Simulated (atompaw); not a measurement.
## Before and after: PAW (atompaw) potential for terbium (Tb)

```json
{"Element": "Tb (Z = 65)", "Generator": "atompaw 4.2.0.5", "Type": "PAW", "Functional": "PBEsol", "Relativity": "scalar-relativistic", "Frozen core": "[Xe] 4f8", "Valence charge": "3", "Reference configuration": "5d1 6s2 6p0", "Partial waves": "6s (bound): rc 3.00 bohr; 6s channel at 0.1 Ry: rc 3.00 bohr; 6p (bound, empty): rc 3.00 bohr; 6p channel at 0.35 Ry: rc 3.00 bohr; 5d (bound): rc 3.00 bohr; 5d channel at 0.3 Ry: rc 3.00 bohr", "Local potential": "troulliermartins scheme with l = 3 at 0 Ry, radius 2.85 bohr", "Core correction": "smooth core density matched at 2.50 bohr", "Augmentation charge": "besselshape compensation charge, radius 2.60 bohr; PAW radius 3.00 bohr; waves and projectors: custom rrkj vanderbiltortho"}
```

All-electron outer shells of the reference configuration (PBEsol, scalar-relativistic, ld1.x):

```
shell  level (eV)  outermost node (bohr)  outermost maximum (bohr)
   5p      -27.90                   0.69                      1.33
   4f       -9.00                      –                      0.55
   6s       -4.22                   1.57                      3.32
   5d       -2.44                   0.77                      1.94
   6p       -1.31                   1.89                      4.48
```

Change: local potential troulliermartins scheme with l = 3 at 0 Ry, radius 2.94 bohr.

Cutoffs: the cutoffs (Ry, on a coarse ladder) from which the occupation-weighted sum of valence levels, in a spherical-Bessel basis at the reference potential, stays within 10 and 1 mRy of its value at 400 Ry; they do not see the model core or the augmentation charge, which bear on the density cutoff.

Question: What does the change do?

Answer: Both files are so soft that the ladder of cutoffs tells neither apart; both files keep a bound ghost (p, s); the range in which the s phases agree narrows (upper end 4.2 → 1.4); the range in which the d phases agree narrows (upper end 3.7 → 2.4).

```csv
quantity,base,changed
"cutoff, loose",8 Ry,8 Ry
"cutoff, tight",10 Ry,10 Ry
bound ghosts,"s, p","s, p"
s: phases at 3.01 bohr within 0.05 rad from the reference energy up to (Ry; the scan ends near 5),4.2,1.4
p: phases at 3.01 bohr within 0.05 rad from the reference energy up to (Ry; the scan ends near 5),to the end of the scan,4.9
d: phases at 3.01 bohr within 0.05 rad from the reference energy up to (Ry; the scan ends near 5),3.7,2.4
lowest overlap eigenvalue by channel,"s 0.08, p 0.37, d 1.00","s 0.10, p 0.42, d 1.00"
```

 A true bound ghost makes a file unfit for plane-wave use even where its test errors are small: the radial tests pick states by their node count and pass the ghost by. The cutoffs see the waves, projectors and local potential, not the compensation charge or the core.
